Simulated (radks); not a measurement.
Spherical quantum dot in the effective-mass picture: electrons in a parabolic well V = omega^2 r^2 / 2 with omega = 0.156, all in effective atomic units (hartree* = m*/eps^2 hartree, bohr* = eps/m* bohr), one dielectric constant everywhere. Calculated with a radial shooting solver with Libxc functionals: non-relativistic Kohn-Sham, LDA (Slater exchange, Perdew-Wang correlation), spin-polarised, spherical densities. Levels are named by radial order and angular momentum (1s, 1p, 1d, 2s, ...), and open shells are averaged over m.

N = 12, configuration 1s2 1p6 1d(up 4, down 0). This is the lowest configuration that the search found. Occupied and some empty levels:

level,occupation,eigenvalue (hartree*),<r> (bohr*)
1s up,1,2.0968,5.113
1s down,1,2.1130,4.924
1p up,3,2.1462,5.977
1p down,3,2.1663,5.927
1d up,4,2.2102,6.586
1d down,0,2.2314,6.599
2s up,0,2.2467,5.299
2s down,0,2.2574,5.399
1f up,0,2.2860,7.078
1f down,0,2.3069,7.123
2p up,0,2.3345,6.089
2p down,0,2.3466,6.106

Energy (hartree*): total 15.7693, kinetic 1.1576, external 5.7017, Hartree 10.784, exchange-correlation -1.8742.

Electron density:

r (bohr*),n(r) (e/bohr*^3)
0.564,0.003151
1.19,0.003530
1.82,0.004140
2.45,0.004918
3.08,0.005760
3.70,0.006526
4.33,0.007044
4.96,0.007137
5.59,0.006682
6.22,0.005686
6.84,0.004323
7.47,0.002892
8.10,0.001682
8.73,0.0008441
9.36,0.0003637
9.98,0.0001345
10.6,0.00004303
11.2,0.00001175
11.9,2.766e-06
12.5,5.639e-07
